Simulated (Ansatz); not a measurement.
`C=C(F)C=C(F)F` + H₂O → `C=C(O)F` + `C=C(F)F` at 298.15 K and 1 bar (formal hydrolysis of a C–C bond).

Program: Ansatz. Geometries: PBE0-D4/def2-TZVP. ΔE: electronic, gas phase. CBS: MP2 limit from def2 TZ/QZ plus the TZ coupled-cluster correction, frozen cores. This one scheme is used for every species. One conformer a species, not always the lowest.

```json
{"species": "`C=C(F)C=C(F)F`", "CCSD(T)/CBS energy (Eh)": "-453.32750", "H − E (kJ/mol)": "184.7", "S (J/(mol·K))": "340.5"}
{"species": "H₂O", "CCSD(T)/CBS energy (Eh)": "-76.37941", "H − E (kJ/mol)": "66.4", "S (J/(mol·K))": "188.7"}
{"species": "`C=C(O)F`", "CCSD(T)/CBS energy (Eh)": "-252.84296", "H − E (kJ/mol)": "141.8", "S (J/(mol·K))": "284.3"}
{"species": "`C=C(F)F`", "CCSD(T)/CBS energy (Eh)": "-276.85281", "H − E (kJ/mol)": "109.1", "S (J/(mol·K))": "264.6"}
```

H − E and S are ideal-gas, rigid-rotor, harmonic terms from PBE0-D4/def2-TZVP, for one conformer and one mirror image of each species. 1 Eh = 2625.50 kJ/mol, R = 8.31446 J/(mol·K).

Question: By hand: ΔE, ΔH, ΔS and ΔG.

Answer: ΔE = (-252.84296) + (-276.85281) − (-453.32750) − (-76.37941) = 0.01114 Eh = 29.2 kJ/mol. Δ(H − E) = 141.8 + 109.1 − 184.7 − 66.4 = -0.2, so ΔH = 29.0 kJ/mol. ΔS = 284.3 + 264.6 − 340.5 − 188.7 = 19.7 J/(mol·K). ΔG = 29.0 − 298.15 × (19.7)/1000 = 23.1 kJ/mol.

Question: By hand: the equilibrium constant, and the temperature at which ΔG would vanish if ΔH and ΔS stayed fixed.

Answer: log₁₀ K = −ΔG/(RT ln 10) = -4.0. ΔG = 0 at ΔH/ΔS = 1472 K, though so small a ΔS makes that figure unsure.

ΔH outweighs TΔS. A doubt of 5 kJ/mol in ΔE shifts log₁₀ K by 0.9 here. Other conformers and mirror images would add mixing entropy, several J/(mol·K) or more a flexible species. These are equilibria of isolated gas molecules and say nothing of rates. Largest T1 diagnostic: 0.013 (customary marks: 0.02 for closed shells, 0.045 for open ones).
